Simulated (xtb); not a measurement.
CH3AlF2, charge +1, doublet, from a rough starting geometry (GFN-xTB shapes and energies of metal compounds can be far from the true ones) (a state made from the parent by changing its charge; the spin is typed, not shown lowest); xtb with GFN2-xTB.

xtb was given this input:
```
$ xtb mol.xyz --gfn 2 --chrg 1 --uhf 1 --opt vtight --json

# file mol.xyz
7

Al     0.74001687     0.59203083     0.04945167
C     -0.70891124    -0.58240577    -0.04039764
H     -0.58518854    -1.44188005    -0.59841738
H     -1.62255983    -0.05112059    -0.41169601
H     -0.99201526    -0.94454400     0.93750422
F      0.76012327     2.18681523    -0.48235872
F      2.30014811     0.17978189     0.64895772
```

Question: What does xtb print? Leave out banner, timings and long lists.

Answer: 
```
   ID    Z sym.   atoms
    1   13 Al     1
    2    6 C      2
    3    1 H      3-5
    4    9 F      6, 7

           -------------------------------------------------
          |                Calculation Setup                |
           -------------------------------------------------

           -------------------------------------------------
          |                 G F N 2 - x T B                 |
           -------------------------------------------------

          ...................................................
          :                      SETUP                      :
          :.................................................:
          :  # basis functions                  25          :
          :  # atomic orbitals                  24          :
          :  # shells                           12          :
          :  # electrons                        23          :
          :  max. iterations                   250          :
          :  Hamiltonian                  GFN2-xTB          :
          :  restarted?                      false          :
          :  GBSA solvation                  false          :
          :  PC potential                    false          :
          :  electronic temp.          300.0000000     K    :
          :  accuracy                    1.0000000          :
          :  -> integral cutoff          0.2500000E+02      :
          :  -> integral neglect         0.1000000E-07      :
          :  -> SCF convergence          0.1000000E-05 Eh   :
          :  -> wf. convergence          0.1000000E-03 e    :
          :  Broyden damping             0.4000000          :
          :  net charge                          1          :
          :  unpaired electrons                  1          :
          ...................................................

 iter      E             dE          RMSdq      gap      omega  full diag
   1    -13.7975478 -0.137975E+02  0.189E+01    5.76       0.0  T
   2    -13.7132811  0.842667E-01  0.117E+01    5.24       1.0  T
   3    -13.2838269  0.429454E+00  0.124E+01    4.53       1.0  T
   4    -13.7840165 -0.500190E+00  0.474E+00    5.05       1.0  T
   5    -13.8253396 -0.413231E-01  0.338E+00    4.95       1.0  T
   6    -13.8396995 -0.143598E-01  0.265E+00    5.07       1.0  T
   7    -13.8575410 -0.178416E-01  0.176E+00    5.25       1.0  T
   8    -13.8630540 -0.551296E-02  0.139E+00    5.32       1.0  T
   9    -13.8668834 -0.382936E-02  0.100E+00    5.39       1.0  T
  10    -13.8697405 -0.285716E-02  0.466E-01    5.49       1.0  T
  11    -13.8698599 -0.119388E-03  0.445E-01    5.49       1.0  T
  12    -13.8703513 -0.491385E-03  0.257E-01    5.46       1.0  T
  13    -13.8708803 -0.528998E-03  0.811E-02    5.49       1.0  T
  14    -13.8708690  0.113203E-04  0.809E-02    5.49       1.0  T
  15    -13.8709166 -0.476916E-04  0.223E-02    5.49       1.7  T
  16    -13.8709199 -0.326241E-05  0.603E-03    5.49       6.3  T
  17    -13.8709200 -0.813927E-07  0.308E-03    5.49      12.3  T
  18    -13.8709200 -0.140201E-09  0.270E-03    5.49      14.0  T
  19    -13.8709200 -0.457135E-07  0.108E-03    5.49      35.1  T
  20    -13.8709200 -0.876608E-08  0.147E-04    5.49     256.7  T
  21    -13.8709200 -0.167995E-09  0.191E-05    5.49    1980.2  T

   *** convergence criteria satisfied after 21 iterations ***

         :::::::::::::::::::::::::::::::::::::::::::::::::::::
         ::                     SUMMARY                     ::
         :::::::::::::::::::::::::::::::::::::::::::::::::::::
         :: total energy             -13.774252773561 Eh    ::
         :: gradient norm              0.129988448233 Eh/a0 ::
         :: HOMO-LUMO gap              5.485992171514 eV    ::
         ::.................................................::
         :: SCC energy               -13.870919194276 Eh    ::
         :: -> isotropic ES            0.167380824002 Eh    ::
         :: -> anisotropic ES         -0.010176302887 Eh    ::
[...]
 * total energy  :   -13.7896729 Eh     change       -0.1542015E-01 Eh
 * total energy  :   -13.7965139 Eh     change       -0.6840964E-02 Eh
 * total energy  :   -13.7982783 Eh     change       -0.1764444E-02 Eh
 * total energy  :   -13.7993766 Eh     change       -0.1098229E-02 Eh
 * total energy  :   -13.8000370 Eh     change       -0.6603846E-03 Eh
 * total energy  :   -13.8001860 Eh     change       -0.1490042E-03 Eh
 * total energy  :   -13.8002665 Eh     change       -0.8053730E-04 Eh
 * total energy  :   -13.8003106 Eh     change       -0.4412316E-04 Eh
 * total energy  :   -13.8003164 Eh     change       -0.5829483E-05 Eh
 * total energy  :   -13.8003171 Eh     change       -0.6439204E-06 Eh
 * total energy  :   -13.8003173 Eh     change       -0.1761070E-06 Eh
 * total energy  :   -13.8003173 Eh     change       -0.7879540E-07 Eh
   *** GEOMETRY OPTIMIZATION CONVERGED AFTER 13 ITERATIONS ***
         :: total energy             -13.800317344182 Eh    ::
[...]
         5        2.0000           -0.7612050             -20.7134
         6        2.0000           -0.7553498             -20.5541
         7        2.0000           -0.7528712             -20.4867
         8        2.0000           -0.7522610             -20.4701
         9        2.0000           -0.7462599             -20.3068
        10        2.0000           -0.7452624             -20.2796
        11        2.0000           -0.7414929             -20.1770
        12        1.0000           -0.6919995             -18.8303 (HOMO)
        13                         -0.5246379             -14.2761 (LUMO)
        14                         -0.3979472             -10.8287
        15                         -0.3276079              -8.9147
        16                         -0.3138747              -8.5410
        17                         -0.2729387              -7.4270
        18                         -0.2622135              -7.1352
        19                         -0.1380142              -3.7556
        20                         -0.0593604              -1.6153
        21                         -0.0210329              -0.5723
        22                          0.0002448               0.0067
        23                          0.6337691              17.2457
        24                          0.7118386              19.3701
      -------------------------------------------------------------
                  HL-Gap            0.1673615 Eh            4.5541 eV
             Fermi-level           -0.6625264 Eh          -18.0283 eV

     #   Z          covCN         q      C6AA      α(0)
     1  13 Al       2.156     0.632   131.707    26.393
     2   6 C        3.582    -0.098    23.150     6.984
     3   1 H        0.924     0.215     1.028     1.586
     4   1 H        0.924     0.220     1.001     1.565
     5   1 H        0.924     0.215     1.027     1.585
     6   9 F        0.672    -0.091    10.189     3.768
     7   9 F        0.672    -0.092    10.196     3.770

 Mol. C6AA /au·bohr⁶  :        616.501299
 Mol. C8AA /au·bohr⁸  :      28870.923858
 Mol. α(0) /au        :         45.649715

Wiberg/Mayer (AO) data.
largest (>0.10) Wiberg bond orders for each atom

 ---------------------------------------------------------------------------
     #   Z sym  total        # sym  WBO       # sym  WBO       # sym  WBO
 ---------------------------------------------------------------------------
     1  13 Al   3.626 --     6 F    1.377     7 F    1.374     2 C    0.702
     2   6 C    3.523 --     4 H    0.888     3 H    0.887     5 H    0.887
                             1 Al   0.702
     3   1 H    0.954 --     2 C    0.887
     4   1 H    0.951 --     2 C    0.888
     5   1 H    0.954 --     2 C    0.887
     6   9 F    1.545 --     1 Al   1.377
     7   9 F    1.543 --     1 Al   1.374
 ---------------------------------------------------------------------------

Topologies differ in total number of bonds
Writing topology from bond orders to xtbtopo.mol

molecular dipole:
                 x           y           z       tot (Debye)
 q only:       -0.495      -0.359       0.004
   full:       -0.498      -0.366       0.005       1.571
molecular quadrupole (traceless):
                xx          xy          yy          xz          yz          zz
 q only:        1.272       2.867      -0.243      -0.387       0.686      -1.029
  q+dip:        1.181       2.881      -0.232      -0.449       0.726      -0.948
   full:        0.245       3.556      -1.831      -2.029       2.652       1.586

optimized geometry written to: xtbopt.xyz

           -------------------------------------------------
          | TOTAL ENERGY              -13.800317344182 Eh   |
          | GRADIENT NORM               0.000125918372 Eh/α |
          | HOMO-LUMO GAP               4.554139165004 eV   |
           -------------------------------------------------

normal termination of xtb
```
